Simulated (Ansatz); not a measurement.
`C[CH2][GeH3]` + `[CH3]`• → `[CH2][CH2][GeH3]`• + CH₄ at 400 K and 1 bar (hydrogen abstraction from a C–H bond).

Calculated with Ansatz (gas phase, PBE0-D4/def2-TZVP geometries, no zero-point term in ΔE). CBS: MP2 limit from def2 TZ/QZ plus the TZ coupled-cluster correction, frozen cores. This one scheme is used for every species. No spin–orbit coupling; open shells (•) take unrestricted orbitals. For Ge outer-core shells are correlated without core-valence functions, which leaves a few kJ/mol of doubt a bond. Scalar relativity is left out up to krypton.

| species | CCSD(T)/CBS energy (Eh) | H − E (kJ/mol) | S (J/(mol·K)) |
| --- | --- | --- | --- |
| `C[CH2][GeH3]` | -2157.02491 | 259.4 | 340.6 |
| `[CH3]`• | -39.78218 | 92.9 | 206.6 |
| `[CH2][CH2][GeH3]`• | -2156.35491 | 222.0 | 347.8 |
| CH₄ | -40.46206 | 131.3 | 197.2 |

H − E and S are ideal-gas, rigid-rotor, harmonic terms from PBE0-D4/def2-TZVP, with the whole ground term of open shells counted as degenerate. 1 Eh = 2625.50 kJ/mol, R = 8.31446 J/(mol·K).

By hand: ΔE, ΔH, ΔS and ΔG.

ΔE = (-2156.35491) + (-40.46206) − (-2157.02491) − (-39.78218) = -0.00988 Eh = -25.9 kJ/mol. Δ(H − E) = 222.0 + 131.3 − 259.4 − 92.9 = 1.0, so ΔH = -24.9 kJ/mol. ΔS = 347.8 + 197.2 − 340.6 − 206.6 = -2.2 J/(mol·K). ΔG = -24.9 − 400 × (-2.2)/1000 = -24.0 kJ/mol.

By hand: the equilibrium constant, and the temperature at which ΔG would vanish if ΔH and ΔS stayed fixed.

log₁₀ K = −ΔG/(RT ln 10) = 3.1. ΔG = 0 at ΔH/ΔS = 11318 K, far beyond where these terms or the molecules hold.

The number of gas molecules stays the same, so ΔS is small and ΔH decides. A doubt of 5 kJ/mol in ΔE shifts log₁₀ K by 0.7 here. These are equilibria of isolated gas molecules and say nothing of rates. Largest T1 diagnostic: 0.013 (customary marks: 0.02 for closed shells, 0.045 for open ones).
